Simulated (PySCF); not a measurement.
# CsB: from constants to spectrum

UHF-CCSD(T) constants of CsB, ³Π (triplet), unpaired electrons σ ↑, π ↑ (PySCF, scalar-relativistic core potentials, basis sets Cs def2-SVPD with ECP46, B def2-SVPD; masses 132.9054 and 11.0093 u):

```
ωe              : 228.8 cm⁻¹
ωexe            : 1.75 cm⁻¹
Be              : 0.15878 cm⁻¹
αe              : 0.00143 cm⁻¹
D (centrifugal) : 3.06e-07 cm⁻¹
De to Cs + B    : 0.64 eV
```

Question: Give the vibrational terms G(v) and spacings up to v = 6.

Answer: G(v) = ωe(v+½) − ωexe(v+½)².

```
v  G(v) (cm⁻¹)  G(v) − G(v−1)  Bv (cm⁻¹)
0        114.0                    0.1581
1        339.3          225.3     0.1566
2        561.1          221.8     0.1552
3        779.4          218.3     0.1538
4        994.2          214.8     0.1523
5       1205.5          211.3     0.1509
6       1413.3          207.8     0.1495
```

Question: How well does the Morse estimate ωe²/(4ωexe) reproduce De, and what is D0?

Answer: It gives 0.93 eV, 145 % of the computed De. D0 = De − G(0) = 0.64 − 0.01 = 0.63 eV.

Correlated steps freeze 1 core orbital. Correlated levels converge slowly with the basis: in double zeta they bind strong bonds too weakly, by up to about 1 eV, and carry superposition errors of some tenths. These are scalar-relativistic numbers at best; spin–orbit coupling would shift them, the dissociation energy most. The state was picked by a PBE0 search and need not be the measured ground state.
